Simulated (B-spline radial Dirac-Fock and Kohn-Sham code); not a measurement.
Cd³⁺: eigenvalues, ΔSCF and the reference

System: cadmium as Cd³⁺, configuration [Kr] 4d9.

The density-functional columns are spherical, spin-unpolarised Dirac-Kohn-Sham results without Breit or QED terms: −ε is minus the orbital energy of the initial state and ΔSCF the difference of two total energies. The reference in the last column comes from Dirac-Fock (average of configuration) total-energy differences with a finite nucleus, the Breit interaction including its frequency dependence, and self-energy and vacuum-polarisation corrections. All numbers are from a radial B-spline solver, in eV; a selection of levels is shown. For the 1s level of heavy atoms much of the gap between ΔSCF and the reference is the Breit and QED part, -84.0 eV here; for other levels the error of the functional can be larger.

| level | PBE −ε | PBE ΔSCF | LDA −ε | LDA ΔSCF | Dirac-Fock |
| --- | --- | --- | --- | --- | --- |
| K (1s) | 26544.4 | 26866.0 | 26512.1 | 26832.8 | 26757.0 |
| L1 (2s) | 3970.6 | 4027.3 | 3966.8 | 4023.7 | 4071.3 |
| L2 (2p1/2) | 3698.9 | 3769.5 | 3697.7 | 3768.3 | 3774.8 |
| L3 (2p3/2) | 3506.5 | 3573.1 | 3505.5 | 3572.3 | 3585.0 |
| M1 (3s) | 769.4 | 789.5 | 768.3 | 788.4 | 819.5 |
| M2 (3p1/2) | 660.5 | 681.1 | 660.2 | 680.9 | 700.5 |
| M3 (3p3/2) | 626.1 | 646.1 | 625.9 | 646.0 | 665.8 |
| M4 (3d3/2) | 433.5 | 455.3 | 433.9 | 455.8 | 456.9 |
| N1 (4s) | 141.4 | 151.3 | 141.4 | 151.2 | 160.8 |
| N2 (4p1/2) | 106.3 | 115.9 | 106.4 | 116.0 | 120.9 |
| N3 (4p3/2) | 100.4 | 109.8 | 100.5 | 109.8 | 115.0 |
| N4,5 (4d) | 45.81 | 54.06 | 46.06 | 54.29 | 52.36 |

Problem. Order the estimates of the K (1s) level by their distance from the Dirac-Fock value, nearest first.
A. LDA −ε
B. PBE −ε
C. PBE ΔSCF
D. LDA ΔSCF

Solution. D (75.8 eV), C (109.0 eV), B (212.7 eV), A (244.9 eV).

Values without a named source are computed, but for edge energies of neutral atoms, which are taken from tables.
